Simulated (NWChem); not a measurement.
System: 1,1,1,2-tetrafluoroethane (C2H2F4); SMILES FC(CF)(F)F

Input file for NWChem:

```
start job
memory heap 200 mb stack 900 mb global 1100 mb
geometry units angstroms noautosym nocenter noautoz
  F     -0.134736     1.947831     0.003527
  C      0.745033     0.914670    -0.006873
  C     -0.003389    -0.400832    -0.000222
  F     -0.763570    -0.527201     1.084078
  F     -0.787502    -0.524483    -1.067649
  F      0.878974    -1.403581    -0.011289
  H      1.389642     0.951562     0.885827
  H      1.370733     0.953372    -0.912859
end
basis spherical
  * library 6-31g*
end
dft
  xc xpbe96 cpbe96
  iterations 150
end
cosmo
  dielec 37.5
end
task dft energy
```

NWChem printed, in part:

```
             Northwest Computational Chemistry Package (NWChem) 7.3.0
             --------------------------------------------------------

                             Geometry "geometry" -> ""
                             -------------------------

 Output coordinates in angstroms (scale by  1.889725989 to convert to a.u.)

  No.       Tag          Charge          X              Y              Z
 ---- ---------------- ---------- -------------- -------------- --------------
    1 F                    9.0000    -0.13473600     1.94783100     0.00352700
    2 C                    6.0000     0.74503300     0.91467000    -0.00687300
    3 C                    6.0000    -0.00338900    -0.40083200    -0.00022200
    4 F                    9.0000    -0.76357000    -0.52720100     1.08407800
    5 F                    9.0000    -0.78750200    -0.52448300    -1.06764900
    6 F                    9.0000     0.87897400    -1.40358100    -0.01128900
    7 H                    1.0000     1.38964200     0.95156200     0.88582700
    8 H                    1.0000     1.37073300     0.95337200    -0.91285900

 Effective nuclear repulsion energy (a.u.)     273.4794799742

  pbe96 is a nonlocal functional; adding pw91lda local functional.

                                 NWChem DFT Module
                                 -----------------

 Summary of "ao basis" -> "ao basis" (spherical)
 ------------------------------------------------------------------------------
       Tag                 Description            Shells   Functions and Types
 ---------------- ------------------------------  ------  ---------------------
 F                           6-31g*                  6       14   3s2p1d
 C                           6-31g*                  6       14   3s2p1d
 H                           6-31g*                  2        2   2s

 in cosmo_initialize ...

 solvent parameters
 solvname_short: unkn
 solvname_long:  unknown
 dielec:       37.5000

          ---------------
          -cosmo- solvent
          ---------------
 Cosmo: York-Karplus, doi: 10.1021/jp992097l
 dielectric constant -eps-     =  37.50
 screen = (eps-1)/(eps    )    =   0.97333
 surface charge correction     = lagrangian

   van der Waals surface
 --------------------------

[...]

                                   COSMO solvation results
                                   -----------------------

                 gas phase energy =      -476.294271281538
                 sol phase energy =      -476.298094009117
 (electrostatic) solvation energy =         0.003822727579 (    2.40 kcal/mol)

                       DFT Final Molecular Orbital Analysis
                       ------------------------------------

 Vector   23  Occ=2.000000D+00  E=-3.358499D-01
              MO Center= -2.1D-01, -8.2D-01,  1.3D-03, r^2= 2.0D+00
   Bfn.  Coefficient  Atom+Function         Bfn.  Coefficient  Atom+Function
  ----- ------------  ---------------      ----- ------------  ---------------
    75      0.409965  6 F  pz                45     -0.309718  4 F  px
    59      0.305281  5 F  px                79      0.277479  6 F  pz
    49     -0.210052  4 F  px                61     -0.207307  5 F  pz
    63      0.207045  5 F  px                47     -0.199986  4 F  pz
    46      0.169833  4 F  py                60     -0.169431  5 F  py

 Vector   24  Occ=2.000000D+00  E=-2.924986D-01
              MO Center=  3.6D-01,  1.5D+00, -2.1D-03, r^2= 1.6D+00
   Bfn.  Coefficient  Atom+Function         Bfn.  Coefficient  Atom+Function
  ----- ------------  ---------------      ----- ------------  ---------------
     5      0.536493  1 F  pz                 9      0.386718  1 F  pz
    19     -0.282755  2 C  pz                86     -0.203284  7 H  s
    88      0.203167  8 H  s                 85     -0.186874  7 H  s
    87      0.186819  8 H  s                 45      0.066767  4 F  px
    59     -0.066131  5 F  px                75      0.060116  6 F  pz

 Vector   25  Occ=2.000000D+00  E=-2.872864D-01
              MO Center=  1.4D-01,  7.7D-01, -6.1D-04, r^2= 2.5D+00
   Bfn.  Coefficient  Atom+Function         Bfn.  Coefficient  Atom+Function
  ----- ------------  ---------------      ----- ------------  ---------------
     3      0.328622  1 F  px                 4      0.306119  1 F  py
    32      0.241766  3 C  py                 7      0.235777  1 F  px
     8      0.228514  1 F  py                17     -0.208772  2 C  px
    18     -0.206804  2 C  py                74     -0.198109  6 F  py
    34      0.169219  3 C  s                 46     -0.158566  4 F  py

 Vector   26  Occ=0.000000D+00  E= 5.539409D-02
              MO Center=  4.1D-01,  6.5D-01, -3.6D-03, r^2= 2.3D+00
   Bfn.  Coefficient  Atom+Function         Bfn.  Coefficient  Atom+Function
  ----- ------------  ---------------      ----- ------------  ---------------
    22      0.645698  2 C  py                 6     -0.551588  1 F  s
    21     -0.499135  2 C  px                86      0.351894  7 H  s
    88      0.351912  8 H  s                 34      0.302052  3 C  s
     8      0.283457  1 F  py                31     -0.284137  3 C  px
    17     -0.277040  2 C  px                18      0.275397  2 C  py

 Vector   27  Occ=0.000000D+00  E= 1.048769D-01
              MO Center=  7.3D-01,  3.9D-01, -2.0D-03, r^2= 3.0D+00
   Bfn.  Coefficient  Atom+Function         Bfn.  Coefficient  Atom+Function
  ----- ------------  ---------------      ----- ------------  ---------------
    86      1.022647  7 H  s                 88     -1.011164  8 H  s
    23     -0.752876  2 C  pz                33     -0.468414  3 C  pz
    37     -0.463023  3 C  pz                19     -0.315633  2 C  pz
    48      0.291741  4 F  s                 62     -0.291854  5 F  s
    63     -0.191047  5 F  px                49      0.187967  4 F  px

[...]
```

Level: PBE/6-31G* (spherical d), COSMO on the gas-phase geometry. Geometry: optimised at PBE0/def2-SVP. COSMO prints the solvation energy as gas minus solution, so a positive value is a stabilisation.
